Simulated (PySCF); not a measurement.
A structure optimised at PBE-D3(BJ)/def2-SVP, used in a PySCF frequency run:

```xyz
10

O      2.9875    -0.6636     0.7373
C      2.4687     0.0518    -0.0966
N      1.1344     0.4654    -0.0677
C      0.1082    -0.2821    -0.2461
Si    -1.5990     0.5240    -0.0274
F     -2.7415    -0.6402    -0.1967
H      3.0357     0.5477    -0.9367
H      0.2196    -1.3609    -0.5248
H     -1.8003     1.5553    -1.0966
H     -1.6972     1.1166     1.3445
```
Charge 0, spin multiplicity 1.

Q: Write its SMILES and formula.

A: O=C/N=C/[SiH2]F, C2H4FNOSi

Q: What are its rotational constants (standard atomic weights)?

A: 11.794, 1.0558, 1.0093 GHz
